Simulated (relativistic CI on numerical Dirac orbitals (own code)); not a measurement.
## Main line and satellite in the 2p photoemission of Cu²⁺: a two-state model

Problem. An octahedral Cu²⁺ site (d9) has Δ = 5.5, V(eg) = 2.45, 10Dq = 1.45, 10Dq(ligand) = 1.5 and a core-hole attraction U_cd = 9.6 eV. Δ is defined between configuration averages. Find the d count, the distance of the satellite and its intensity.

Working.
1. The hole has eg symmetry. Its energy is −0.6 × 10Dq in d9 and Δ − 0.6 × 10Dq(ligand) in d10L, so the gap is Δ' = 5.47 eV.
2. Ground state cos θ |d9⟩ − sin θ |d10L⟩ with tan 2θ = 2V/Δ', θ = 20.9°: weights 0.872 and 0.128, n_d = 9.128.
3. The core hole pulls d10L down by U_cd: the gap becomes Δ' − U_cd = -4.13 eV, the hopping is V' = 2.45 eV, and tan 2θ' = 2V'/(Δ' − U_cd) gives θ' = 65.1°.
4. The two final states lie W = √[(Δ' − U_cd)² + 4V'²] = 6.41 eV apart. The lower, mostly d10L, is the main line.
5. In the sudden approximation the intensities are cos²(θ' − θ) and sin²(θ' − θ), so satellite/main = tan²(44.1°) = 0.94.

Check. The full cluster calculation (with spin-orbit coupling and 2p-3d multiplets, which spread the d9 satellite) gives n_d = 9.127; in its broadened 2p3/2 spectrum, cut halfway, the centroids lie 6.59 eV apart with an area ratio of 0.91.
